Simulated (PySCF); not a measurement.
**Excitation energy of F by level of theory**

F [He] 2s2 2p5 (2P) → F [He] 2s1 2p6 (2S), as a difference of total energies. All numbers are calculated (PySCF 2.14, no relativity, point nucleus, in dyall-av2z (11s7p2d, 42 functions)). Correlated levels: valence: 1s2 frozen; virtual orbitals above 40 to 60 times the deepest correlated orbital energy dropped. The calculations carry no spin-orbit coupling.

```csv
method,excitation energy (eV)
UHF,23.826
LDA,18.222
PBE,18.868
PBE0,20.123
r2SCAN,20.579
M06-L,20.736
BHandHLYP,21.223
wB97X,19.857
MN15,18.875
MP2 (valence),21.870
SCS-MP2 (valence),21.737
```

How much does correlation contribute at MP2 (valence)?

21.870 − (23.826) = -1.956 eV, measured against UHF.

A first-order spin-orbit estimate (lowest level to lowest level, LS coupling) adds 0.017 eV.

The upper state lies above the first ionisation limit, where it may autoionise and the basis confines it.
